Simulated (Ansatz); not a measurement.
Consider the isomerisation: `[SiH3]C1C=N1` → `C#CN[SiH3]`.

Program: Ansatz. Geometries: PBE0-D4/def2-TZVP. ΔE: electronic, gas phase. CBS: MP2 limit from def2 TZ/QZ plus the TZ coupled-cluster correction, frozen cores. Functionals use def2-TZVPP. HSE06 is defined as in plane-wave codes.

`[SiH3]C1C=N1`:

Cartesian coordinates in Å:
```
Si -0.668 0.884 0.646
C 0.531 0.008 -0.489
C 0.535 -1.430 -0.694
N 1.430 -1.119 0.107
H -1.711 1.578 -0.159
H -1.315 -0.119 1.532
H 0.034 1.900 1.474
H 1.035 0.612 -1.245
H 0.129 -2.313 -1.172
```

`C#CN[SiH3]`:

```xyz
9

C     2.090   -0.600    0.926
C     1.219    0.026    0.381
N     0.214    0.674   -0.216
Si   -1.370   -0.012   -0.436
H     2.868   -1.143    1.405
H     0.420    1.607   -0.540
H    -2.151    1.036   -1.138
H    -1.300   -1.248   -1.254
H    -1.991   -0.339    0.872
```

Problem. Is it downhill or uphill in electronic energy at CCSD(T)/CBS, and by how much? (Estimate.)

Solution. Computed: Downhill: ΔE = -0.88 eV.

Problem. What do these levels give: PBE-D4, HSE06-D4, ωB97X-V, PBE, MP2/def2-SVP, SCS-MP2/def2-QZVPP? (Best estimate.)

Solution. The calculation gave: PBE-D4 -0.70, HSE06-D4 -0.77, ωB97X-V -0.75, PBE -0.71, MP2/def2-SVP -0.72, SCS-MP2/def2-QZVPP -0.91 eV.

Problem. What do rigid-rotor, harmonic-oscillator terms from PBE0-D4/def2-TZVP frequencies (298.15 K, 1 bar) make of the CCSD(T)/CBS value? (Estimate.)

Solution. The calculation gave: ΔZPE = -0.01 eV, ΔH = -0.87 eV, ΔS = 12 J/(mol·K), ΔG = -0.91 eV.

Largest T1 diagnostic among the species: 0.012.

From BLYP to BHLYP (50 % exact exchange), in def2-TZVPP and without D4, ΔE moves by −0.14 eV. At CCSD(T), def2-SVP lies +0.23 eV from the extrapolated value and def2-TZVPP +0.06 eV. Leaving LDA and LC-ωPBE aside and taking each functional with its dispersion term where it has one, the values, not all of them listed here, spread over 0.42 eV, from BHLYP-D4 to revPBE-D4. LDA lies −0.12 eV from PBE without D4.
